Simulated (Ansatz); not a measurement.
Ansatz results at the PBE0-D4/def2-TZVP geometry: LUMO energy (PBE/def2-TZVPP) -3.05 eV; size of the dipole moment (ωB97M-V/def2-TZVPP) 1.57 D; HOMO–LUMO gap (PBE/def2-TZVPP) 4.26 eV.

Each molecule was computed in one conformer, which needn't be the lowest.

Problem. Which molecule gave them?
A. `[F][Ge][O][SiH3]`
B. `CC(C)(C)[O][Ge][F]`
C. `CC(C)[O][Ge][F]`
D. `[NH2][GeH]`

Solution. A. The others give `CC(C)(C)[O][Ge][F]`: -2.60, 1.01, 4.07; `CC(C)[O][Ge][F]`: -2.61, 0.94, 4.03; `[NH2][GeH]`: -2.42, 1.42, 3.04.
